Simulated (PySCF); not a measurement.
## Orbital energies and ionisation energy

Species: C5H16BNOSi.
Cartesian coordinates in Å at the PBE0-D3(BJ)/def2-SVP level; atoms count from 1:
```
atom  x, y, z in Å
C1    -0.6736   -0.8489    1.4968
N2    -0.8607   -0.3768    0.1138
C3    -1.3630   -1.4749   -0.7189
B4    -1.8364    0.9560    0.0864
C5    -0.7707    2.1089    0.5447
C6     0.6253    1.5104    0.2814
C7     0.3942    0.1924   -0.4439
O8     1.4146   -0.7517   -0.3446
Si9    2.9623   -0.5604   -0.9528
H10   -1.6256   -1.2633    1.8478
H11   -0.4083   -0.0057    2.1438
H12    0.1167   -1.6119    1.5361
H13   -1.5004   -1.1088   -1.7436
H14   -2.3372   -1.7966   -0.3298
H15   -0.6547   -2.3167   -0.7097
H16   -2.1801    1.0572   -1.0898
H17   -2.7848    0.7213    0.8250
H18   -0.8623    2.3973    1.6040
H19   -0.9203    3.0317   -0.0348
H20    1.1816    1.3018    1.2105
H21    1.2810    2.1519   -0.3291
H22    0.1584    0.3900   -1.5053
H23    2.8888   -0.1169   -2.3790
H24    3.7377    0.4466   -0.1697
H25    3.6052   -1.8967   -0.8465
```

Level: CAM-B3LYP/def2-SVPD (PySCF). Frontier orbitals with their largest atomic shares (Löwdin; up to four atoms above 4 %):

| orbital | ε (eV) | main atoms |
| --- | --- | --- |
| HOMO−3 | -10.24 | N2 21 %, B4 14 %, O8 12 %, C5 8 % |
| HOMO−2 | -9.89 | O8 35 %, C6 11 %, C5 8 %, Si9 7 % |
| HOMO−1 | -8.96 | B4 29 %, C5 28 %, H17 15 %, C6 8 % |
| HOMO | -8.76 | ? |
| LUMO | 0.80 | Si9 31 %, H23 9 %, H25 8 %, O8 8 % |
| LUMO+1 | 1.06 | Si9 47 %, H24 11 %, H25 11 %, H23 10 % |
| LUMO+2 | 1.59 | B4 19 %, Si9 15 %, H10 8 %, C1 7 % |

Question: What vertical ionisation energy does ΔSCF give, and how far is −ε(HOMO) from it?

Answer: ΔSCF: 9.52 eV (918 kJ/mol; threshold wavelength 130 nm); ⟨S²⟩ of the doublet left behind is 0.756, against 0.75 for a pure doublet. −ε(HOMO) is 8.76 eV, 0.76 eV below it. For the exact functional −ε(HOMO) would equal the first vertical ionisation energy; CAM-B3LYP (range-separated hybrid) falls short of its own ΔSCF value by 8 %. Holes in the HOMO−1 and HOMO−2 were tried too where these lie within 1.2 eV of the HOMO; the lowest converged state counts.

Question: On which atoms does the HOMO lie?

Answer: B4 (four-coordinate boron) 32 %, H16 (B–H hydrogen) 24 %, C5 (sp3 carbon bound to boron) 14 %, H17 (B–H hydrogen) 9 %, so no atom holds as much as 40 %. The HOMO−1 lies 0.20 eV lower.

Question: With α = 111.2 au, estimate the like-pair dispersion coefficient by London's formula C6 = (3/4)α²I.

Answer: I = 0.3497 Eh, so C6 ≈ 3240 au, a rough estimate.

Question: How many of the 10 lowest singlet excitations (vertical TDDFT, same level) lie below the ionisation energy?

Answer: All 10; they run from 7.12 to 8.21 eV.

Question: Shift the occupied levels rigidly so that −ε(HOMO) equals the ΔSCF value. What binding energies result?

Answer: The shift is +0.76 eV: HOMO 9.52, HOMO−1 9.72, HOMO−2 10.65, HOMO−3 11.00 eV. A rigid shift is only a rough guide to the deeper ionisations.

Question: What kinetic energy would electrons from this vertical process carry with 118.2 nm light (10.49 eV)?

Answer: 10.49 − 9.52 = 0.97 eV.

Geometry: PBE0-D3(BJ)/def2-SVP, one conformer, isolated molecule.

The run behind these numbers computed excited states and ΔSCF ions as well. The run took 17 min of wall time on Arm Neoverse V2, one thread, on a shared host, and the process peaked at 1.8 GiB of memory.
